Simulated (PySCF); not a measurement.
# Exercise with solution: oscillator strength and radiative lifetime

C2H4ClFSi, SMILES C([Si@H](F)Cl)=C.

The structure is a stationary point at B3LYP-D3(BJ)/def2-SVP. The structure was generated by enumeration; whether it is a known compound was not checked. One conformer was computed; it need not be the lowest.

PySCF with TDA-B3LYP/def2-SVPD puts the first singlet state with f over 0.02 at 7.07 eV (vertical), with the transition dipole (0.507, 0.012, -0.084) in atomic units.

Task: Find the oscillator strength, the wavelength and the radiative lifetime that this transition would have in vacuum if emission retraced absorption.

Result: 
|μ|² = 0.2642 au, so |μ| = 1.31 D. ΔE = 7.07/27.211 = 0.2598 hartree. f = (2/3) ΔE |μ|² = 0.046 (the program prints 0.046).
λ = 1239.84/7.07 = 175 nm; ν = 57023 cm⁻¹.
Einstein's coefficient A = 0.6670 ν² f s⁻¹ (ν in cm⁻¹) = 9.9e7 s⁻¹, so τ = 1/A = 10 ns. This state is S2; the lower singlet has f = 0.004. The figure is the radiative limit of this one transition; relaxation, internal conversion, crossing to triplets and a medium change what is measured.
